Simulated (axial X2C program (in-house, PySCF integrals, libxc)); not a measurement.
# Worked dissociation energy of PdAs: PBE0, without spin–orbit coupling

Calculated with an in-house relativistic program for diatomic molecules. Spin-free means the one-electron spin-free X2C Hamiltonian. Basis: Pd dyall-cv3z [12s12p8d5f3g], As dyall-cv3z [9s9p6d4f1g] (cores contracted in-house); Gaussian nuclei, density fitting, unrestricted open shells. Masses: Pd 105.903 u, As 74.922 u.

Molecular state: M_S = 3/2, Λ = 0 (beyond evenly filled blocks: σα, π+α, π-α).

```
E(Pd) (2M_S = 0, M_L = 0) : -5045.013378 hartree
E(As) (2M_S = 3, M_L = 0) : -2260.515142 hartree
E(PdAs) at Re             : -7305.598081 hartree
ωe                        : 265.3 cm⁻¹
ωexe                      : 0.97 cm⁻¹
```

(1) Work out De and D0.

The state is one determinant whose occupation by symmetry is held fixed; it was picked as the lowest of a PBE0 search that is not exhaustive. Dissociation energies refer to the lowest single-determinant-based atoms at the same level and basis. PBE0 can misorder states that lie within some tenths of an eV, so this need not be the ground state of the molecule. The nearest other spin-free determinant of the search, M_S = 1/2, Λ = 0, lies 0.26 eV up at the distance of the search.

Each atomic determinant is the lowest at this level and need not be a pure term. Totals compare only within one Hamiltonian and basis.

Results:

(1) De = -5045.013378 + (-2260.515142) − (-7305.598081) = 0.06956 hartree = 1.893 eV. The zero-point energy is ωe/2 − ωexe/4 = 132 cm⁻¹ = 0.016 eV, so D0 = 1.876 eV.
